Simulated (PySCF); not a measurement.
Computed properties of C4H7FSi, SMILES [C@@]1([SiH3])(F)CC=C1

C4H7FSi, SMILES F[C@]1([SiH3])C=CC1. The structure is a stationary point at PBE0-D3(BJ)/def2-SVP. The structure was generated by enumeration; whether it is a known compound was not checked. The values are those of a single conformer. All values are computed for the isolated molecule unless a solvent is named; none is compared with measurement here.

**Structure.** All 33 harmonic modes at PBE0-D3(BJ)/def2-SVP (PySCF) are real, so it is a minimum. With heavy atoms numbered as in [F:1][C@:2]1([SiH3:3])[CH:4]=[CH:5][CH2:6]1, the shortest bond between them is C4–C5 at 1.343 Å and the longest C2–Si3 at 1.910 Å.

**Vibrations.** The strongest infrared lines (harmonic, unscaled, degenerate partners summed) lie at 914 cm⁻¹ (123 km/mol, H 77 %, C 13 %, Si 8 %), 2244 cm⁻¹ (110 km/mol, H 96 %), 2247 cm⁻¹ (101 km/mol, H 96 %). The softest mode is at 138 cm⁻¹ and the zero-point energy is 58.9 kcal/mol.

**Electronic structure.** ωB97X/def2-TZVP (PySCF) places the frontier levels at -9.92 and 1.71 eV, a gap of 11.63 eV, and gives a dipole moment of 1.85 D and a mean polarisability of 70.5 bohr³. PBE/def2-TZVP (PySCF) at the same geometry gives -6.45 and -1.48 eV, so its gap is 6.66 eV narrower. An orbital gap is neither the optical nor the fundamental gap.

**Excitations.** TDA-B3LYP/def2-SVPD (PySCF) has S1 at 6.11 eV (203 nm, f = 0.070, bright); the most intense of the 10 singlets computed lies at 7.08 eV (f = 0.07). T1 (TDA) is at 4.17 eV, 1.94 eV under S1. TDA-PBE/def2-SVPD (PySCF) puts S1 at 5.50 eV. No vertical singlet excitation falls in the visible range (under 3.1 eV).

**NMR.** GIAO shifts at B3LYP/pcSseg-1 (PySCF) (non-relativistic, atoms alike by connectivity averaged): ¹³C from 48.6 to 152.8 ppm against TMS; ¹H from 3.2 to 6.7 ppm against TMS; ²⁹Si at -60.2 ppm against TMS; ¹⁹F at -191.0 ppm against CFCl3.

**Solvation.** SMD-B3LYP/def2-SVP (PySCF) gives 1.1 kcal/mol in water, -2.7 kcal/mol in 1-octanol, -3.2 kcal/mol in benzene (1 M in both phases, gas-phase geometry); of these solvents benzene holds the molecule best.
